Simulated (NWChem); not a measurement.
System: BI3; SMILES IB(I)I

Input file for NWChem:

```
start job
memory heap 200 mb stack 900 mb global 1100 mb
geometry units angstroms noautosym nocenter noautoz
  B      0.000000     0.000000    -0.000886
  I      0.546403     2.048308    -0.000866
  I      1.500685    -1.497353    -0.000866
  I     -2.047088    -0.550955    -0.000866
end
basis spherical
  * library def2-svp
end
ecp
  I library def2-ecp
end
dft
  xc xpbe96 cpbe96
  iterations 150
  vectors input atomic output neutral.movecs
end
task dft energy
charge 1
dft
  odft
  mult 2
  vectors input atomic output cation.movecs
end
task dft energy
```

Coordinates come from a PBE0/def2-SVP optimisation. Not confirmed as a minimum by frequencies. def2 effective core potentials on I; no spin-orbit coupling.

Ions are spin-unrestricted doublets at the neutral geometry; other ion states weren't tried.

Give the results of this calculation. (PBE/def2-SVP with def2 effective core potentials on I, vertical spin-unrestricted ions.) Quantities: vertical ionisation energy, ΔSCF (eV); −ε(HOMO) (eV).


```yaml
vertical ionisation energy, ΔSCF (eV): 8.72
"−ε(HOMO) (eV)": 6.17
```
